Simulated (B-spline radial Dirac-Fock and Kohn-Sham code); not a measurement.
## X-ray emission lines of Ge

System: atomic germanium, 1s2 2s2 2p6 3s2 3p6 3d10 4s2 4p2.

Input file task.json (cfg lists n, l and occupation; rrms is the nuclear radius in fm):

```json
{"items": [{
  "Z": 32,
  "q": 0,
  "cfg": [[1, 0, 2], [2, 0, 2], [2, 1, 6], [3, 0, 2], [3, 1, 6], [3, 2, 10], [4, 0, 2], [4, 1, 2]],
  "A": 74,
  "rrms": 4.0742,
  "do": ["binding"],
  "screen": [4, 1]
}]}
```

Command: `python xray_run.py task.json out`

These are calculated numbers from a radial finite-basis atomic code; the model is multi-electron Dirac-Fock with separately optimised hole states, Breit and Lamb-shift corrections added in first order. A line energy is the difference of two single-hole energies; the list is a selection of electric-dipole transitions between resolved j subshells. Correlation and solid-state effects are left out.

```
 line  energy (eV)  wavelength (Å)  tabulated (eV)  difference (eV)
 K-M3      10979.4          1.1292         10982.3             -2.9
 K-M2      10975.1          1.1297         10975.2             -0.1
 K-L3       9885.6          1.2542          9886.4             -0.8
 K-L2       9854.3          1.2582          9855.3             -1.0
L1-M3       1293.8          9.5827          1293.5             +0.3
L1-M2       1289.6          9.6143          1286.4             +3.2
L2-N1       1242.9          9.9757          1242.8             +0.1
L2-M4       1220.8          10.156          1219.1             +1.7
L3-N1       1211.6          10.233          1211.7             -0.1
L3-M5       1190.1          10.418          1188.0             +2.1
L3-M4       1189.6          10.422          1188.0             +1.6
L2-M1       1064.2          11.651          1067.8             -3.6
L3-M1       1032.9          12.003          1036.7             -3.8
M2-N1        122.1          101.56               –                –
M3-N1        117.8          105.24               –                –
```

The tabulated energies are for the element in its standard state (xraylib 4.2 line table). The largest relative deviation is 0.36 %.
